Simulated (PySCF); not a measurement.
[Cd(CH3)(Br)] (charge 0, multiplicity 1)

Computed with TPSSh-D3(BJ)/def2-TZVP // PBE-D3(BJ)/def2-SVP run with PySCF.

```json
{
  "HOMO": "-7.20 eV",
  "dipole_moment": "3.08 D",
  "HOMO–LUMO gap": "5.85 eV",
  "LUMO": "-1.34 eV",
  "charge on the central atom (Mulliken)": "0.64 e",
  "total_energy": "-75695.47 eV",
  "cost": "about 110 core-seconds (a rough figure)"
}
```

Bonded distances (Å): Cd1–C2 2.111, Cd1–Br6 2.444, C2–H3 1.107, C2–H4 1.107, C2–H5 1.107. Bond angles (°): C2–Cd1–Br6 180.0, Cd1–C2–H3 109.5, Cd1–C2–H4 109.5, Cd1–C2–H5 109.5, H3–C2–H4 109.4, H3–C2–H5 109.4, H4–C2–H5 109.4.
Charge 0, spin multiplicity 1.
